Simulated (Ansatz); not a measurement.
One change: `CC(N)=O` becomes `BBC(C)=O`.

Ansatz, PBE0-D4/def2-TZVP geometries, multiplicity 1. Each molecule was computed in one conformer, which needn't be the lowest.

| property | `CC(N)=O` |
| --- | --- |
| zero-point energy (PBE0-D4/def2-TZVP) / kJ/mol | 193.3 |
| HOMO energy (PBE/def2-TZVPP) / eV | -5.65 |
| HOMO energy (ωB97M-V/def2-TZVPP) / eV | -9.76 |
| LUMO energy (ωB97M-V/def2-TZVPP) / eV | 2.20 |
| HOMO energy (PBE0/def2-TZVPP) / eV | -7.31 |
| HOMO–LUMO gap (B3LYP/def2-TZVPP) / eV | 7.50 |

Problem. What does the change do to each property? (Estimate.)

Solution. The calculation gave: 
```json
{"property": "zero-point energy (PBE0-D4/def2-TZVP) / kJ/mol", "`BBC(C)=O`": "204.3", "shift": "11.0"}
{"property": "HOMO energy (PBE/def2-TZVPP) / eV", "`BBC(C)=O`": "-5.88", "shift": "-0.23"}
{"property": "HOMO energy (ωB97M-V/def2-TZVPP) / eV", "`BBC(C)=O`": "-9.50", "shift": "0.26"}
{"property": "LUMO energy (ωB97M-V/def2-TZVPP) / eV", "`BBC(C)=O`": "-0.04", "shift": "-2.24"}
{"property": "HOMO energy (PBE0/def2-TZVPP) / eV", "`BBC(C)=O`": "-7.19", "shift": "0.12"}
{"property": "HOMO–LUMO gap (B3LYP/def2-TZVPP) / eV", "`BBC(C)=O`": "4.83", "shift": "-2.67"}
```

With PBE0 the HOMO rises by 0.12 eV and the LUMO falls by 2.76 eV, so the gap narrows by about 2.88 eV. PBE moves the HOMO by -0.23 eV and ωB97M-V by 0.26 eV. The zero-point energy changes by 11.0 kJ/mol with +6 modes.

B3LYP here is the variant with VWN-RPA as its local correlation; programs differ in this.
